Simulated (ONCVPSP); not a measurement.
**hafnium (Hf): one change to an ONCV potential, before and after**

hafnium (Hf), optimised norm-conserving Vanderbilt (ONCV), made with ONCVPSP 4.0.1 (PBE, scalar-relativistic). Core [Kr] 4d10 4f14, reference 5s2 5p6 5d2 6s2. Waves: 5s+6s: rc 1.45 bohr, ncon 3, nbas 7, qcut 7.1 1/bohr, 3 projectors, debl 1.8 Ha; 5p: rc 1.40 bohr, ncon 3, nbas 7, qcut 6.1 1/bohr, 2 projectors, debl 1.8 Ha; 5d: rc 3.20 bohr, ncon 3, nbas 8, qcut 6 1/bohr, 2 projectors, debl 0.8 Ha. Local part: polynomial inside 0.95 bohr (lpopt 5, dvloc0 0 Ha). Core correction: none.

Change: p: ncon 5, nbas 9.

Cutoffs: the cutoffs (Ha) at which the residual kinetic energy of the hardest occupied pseudo-wave falls to 1 and 0.1 mHa per electron; they do not see the model core or the augmentation charge, which bear on the density cutoff. Errors are all-electron minus pseudo energies relative to the spin-unpolarised reference configuration.

Question: Predict the effect on cutoff, ghosts and configuration errors.

Answer: The potential gets harder (21 Ha and 85 Ha → 95 Ha and 129 Ha); the errors of the 3 common tests hardly move; neither file shows a bound ghost.

```csv
quantity,base,changed
"cutoff, loose",21 Ha,95 Ha
"cutoff, tight",85 Ha,129 Ha
loose cutoff by channel,"s 21 Ha, p 21 Ha, d 9.4 Ha","s 21 Ha, p 95 Ha, d 9.4 Ha"
bound ghosts,none,none
GHOST(+) flags under 300 eV,"s at 24.8 eV, d at 153.8 eV, p at 176.3 eV","s at 24.8 eV, d at 153.8 eV, p at 226.0 eV"
tests with a reliable result,3 of 4,3 of 4
"error for 5s2 5p6 5d2 6s1, meV [ΔE 7.98 eV]",+0.8,+0.9
"error for 5s2 5p6 5d2 6s0, meV [ΔE 22.16 eV]",+16,+16
"error for 5s2 5p6 5d1 6s2, meV [ΔE 6.50 eV]",+8.7,+9.0
s: phases at 1.47 bohr within 0.05 rad from the reference energy up to (Ha; the scan ends near 5),to the end of the scan,to the end of the scan
p: phases at 1.42 bohr within 0.05 rad from the reference energy up to (Ha; the scan ends near 5),to the end of the scan,to the end of the scan
d: phases at 3.24 bohr within 0.05 rad from the reference energy up to (Ha; the scan ends near 5),3.0,3.0
```
